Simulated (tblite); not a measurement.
C6H11BSi.
Cartesian coordinates in Å at the GFN2-xTB level; atoms count from 1:
```xyz
19
C6H11BSi angstrom
B     -0.9174   -1.7489   -0.9972
C     -0.4318   -0.4444   -0.2581
C      1.0713   -0.7996   -0.4196
Si     2.1867    0.5444    0.3526
C     -0.8201    0.8542   -0.8715
C     -1.4635    1.6070    0.0343
C     -1.4937    0.9044    1.2950
C     -0.8694   -0.2752    1.1537
H     -1.0809   -2.7329   -0.3885
H     -1.0390   -1.7453   -2.1593
H      1.2801   -1.7583    0.0577
H      1.3166   -0.9059   -1.4775
H      3.5699    0.1009    0.1450
H      1.9683    1.8187   -0.3269
H      1.9111    0.6538    1.7828
H     -0.6310    1.0931   -1.9023
H     -1.8939    2.5808   -0.1219
H     -1.9497    1.2923    2.1892
H     -0.7233   -1.0301    1.9050
```

Computed values, GFN2-xTB/tblite, gas phase, harmonic and unscaled. The method is semi-empirical: single wavenumbers can be off by several per cent or more. Modes of hydrogen on boron and silicon can be 10 to 20 % off. One conformer, not necessarily the lowest. The optimisation stopped once no atom felt more than 0.01 eV/Å.

Lowest wavenumbers of the output (negative numbers stand for imaginary wavenumbers):
```
mode    cm-1
  1     -41.4
  2      93.2
  3     129.7
  4     151.7
  5     214.9
  6     224.3
  7     304.9
  8     341.8
  9     494.8
 10     507.6
 11     550.4
 12     566.3
 13     630.6
 14     719.5
 15     760.6
```

Question: Is this structure a minimum?

Answer: Not by this Hessian. 1 mode is imaginary beyond 20i (41i cm⁻¹), so at this level the point lies at or near a first-order saddle. The curvature is small, so loose convergence or finite differences may be the whole cause.

Question: Which atoms move in the imaginary mode?

Answer: 41i: H15 (Si–H hydrogen) 19 %, H14 (Si–H hydrogen) 19 %, Si4 (SiH3 silicon) 12 %. These are shares of the mass-weighted motion.

Question: What is the remedy?

Answer: Step along that mode in both directions, optimise again with tighter thresholds and repeat the frequencies. The zero-point energy of this point (89.5 kcal/mol) counts the 50 real modes alone, and thermal corrections from it aren't those of a minimum.

Hardware: an AMD EPYC with one thread, no GPU, shared host. Cost: 2.3 s of wall time. This covers the Hessian and the dipole derivatives.
